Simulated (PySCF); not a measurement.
A spin–spin coupling run with PySCF (density fitting, non-relativistic, gas phase) on SMILES C(C(C#CC=C)=O)=O, C6H4O2:

```
{"job": {"kind": "j", "xc": "B3LYP", "basis": "pcJ-1"}, "charge": 0, "multiplicity": 1}
C     -2.483029     1.143564     0.076543
C     -2.086298    -0.123404    -0.032523
C     -0.731866    -0.488660     0.002201
C      0.436192    -0.807858     0.030350
C      1.820577    -1.116346     0.069974
O      2.305736    -2.222867    -0.018750
C      2.716635     0.112708     0.240302
O      2.325736     1.240123     0.334253
H     -1.772255     1.944330     0.195924
H     -3.525438     1.410892     0.048106
H     -2.793177    -0.934527    -0.152781
H      3.788387    -0.158639     0.268634
```

Hardware: 1 thread of an x86-64 server CPU, shared host. The job also computes field gradients.

Q: How large is the calculation?

A: 56 electrons, 256 basis functions and 894 auxiliary functions.

Q: How long does it take?

A: 25 s of wall time, with 16 SCF cycles. Times on a shared host scatter by some tens of per cent.
